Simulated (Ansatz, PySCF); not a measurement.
CH₄Al, SMILES [AlH+][CH3], charge +1. Atoms are numbered in the order given.

```xyz
6

Al     0.0000     0.0000    -0.7083
C      0.0000     0.0000     1.1905
H     -0.8901    -0.5139     1.5663
H      0.0000     1.0278     1.5663
H      0.8901    -0.5139     1.5663
H      0.0000     0.0000    -2.2661
```
Charge +1, spin multiplicity 1.

Geometry optimised at PBE0-D3(BJ)/def2-TZVP. The spin state was assumed, not searched. The isomer is the one that the SMILES or the coordinates give; other isomers of the formula were not compared.

Two levels are set side by side: PBE-D3(BJ)/def2-TZVP (Ansatz, an electronic-structure program) and PBE0-D3(BJ)/def2-TZVP (Ansatz). Each level has its own optimised geometry; the coordinates shown are those of the second. Frequencies come from the Hessian of PySCF at each geometry. Differences are taken from unrounded values.

| quantity | PBE0-D3(BJ) |
|---|---|
| mean bond length (Å) | 1.348 |
| bond Al1–C2 (Å) | 1.899 |
| bond Al1–H6 (Å) | 1.558 |
| bond C2–H3 (Å) | 1.094 |
| bond C2–H4 (Å) | 1.094 |
| bond C2–H5 (Å) | 1.094 |
| highest harmonic wavenumber (cm⁻¹) | 3134 |
| mean harmonic wavenumber (cm⁻¹) | 1519 |
| zero-point energy (kcal/mol) | 26.06 |

Task: What does PBE-D3(BJ) give, and how far is it from PBE0-D3(BJ)? (An estimate is asked for; the answer gives what the named calculation found.)

Result: 
| quantity | PBE-D3(BJ) | PBE-D3(BJ) minus PBE0-D3(BJ) |
|---|---|---|
| mean bond length (Å) | 1.357 | 0.009 |
| bond Al1–C2 (Å) | 1.911 | 0.012 |
| bond Al1–H6 (Å) | 1.570 | 0.013 |
| bond C2–H3 (Å) | 1.101 | 0.007 |
| bond C2–H4 (Å) | 1.101 | 0.007 |
| bond C2–H5 (Å) | 1.101 | 0.007 |
| highest harmonic wavenumber (cm⁻¹) | 3054 | -79 |
| mean harmonic wavenumber (cm⁻¹) | 1475 | -44 |
| zero-point energy (kcal/mol) | 25.30 | -0.76 |

GGA bonds tend to be longer and softer than those of functionals with exact exchange. Differences between two approximate levels are no errors against the true value.
